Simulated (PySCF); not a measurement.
Ligand exchange on a metal centre used in film growth or etching (Nb Cl-F). All species are isolated molecules in the gas phase.

Method: TPSSh-D3(BJ)/def2-TZVP // PBE-D3(BJ)/def2-SVP (PySCF). 

| species | mean distance from the central atom to its bonded neighbours (Å) | charge on the central atom (Mulliken) (e) |
|---|---|---|
| 0 of 5 Cl replaced by F ([Nb(Cl)5]) | 2.308 | ? |
| 2 of 5 Cl replaced by F ([Nb(Cl)3(F)2]) | 2.126 | 1.66 |
| 4 of 5 Cl replaced by F ([Nb(Cl)(F)4]) | 1.948 | ? |
| 5 of 5 Cl replaced by F ([Nb(F)5]) | 1.864 | 2.02 |

Problem. Fill in the missing entries.

Solution. 
- 0 of 5 Cl replaced by F ([Nb(Cl)5]), charge on the central atom (Mulliken) (e): 1.26
- 4 of 5 Cl replaced by F ([Nb(Cl)(F)4]), charge on the central atom (Mulliken) (e): 1.89
